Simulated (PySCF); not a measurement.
A structure optimised at B3LYP-D3(BJ)/def2-SVP, used in a PySCF frequency run:

```xyz
18

C     -1.0548     1.5884    -0.9937
C     -1.0787     0.5856     0.1140
C     -2.0888    -0.5143     0.0970
C      0.1278     0.4082     0.9909
C      1.0844    -0.5752     0.2968
C      2.1821     0.0328    -0.5518
O      0.9176    -1.7721     0.3809
H     -2.0680     1.9663    -1.2139
H     -0.4106     2.4509    -0.7572
H     -0.6795     1.1577    -1.9477
H     -2.9875    -0.2378    -0.4764
H     -2.3980    -0.7948     1.1192
H     -1.6727    -1.4395    -0.3527
H     -0.1563    -0.0433     1.9553
H      0.6316     1.3720     1.1703
H      1.7630     0.7667    -1.2588
H      2.7161    -0.7554    -1.0984
H      2.8891     0.5813     0.0935
```
Charge 0, spin multiplicity 2.

Question: Write its SMILES and formula.

Answer: C[C](C)CC(C)=O, C6H11O

Question: What are its rotational constants (standard atomic weights)?

Answer: 3.6685, 1.9563, 1.5212 GHz
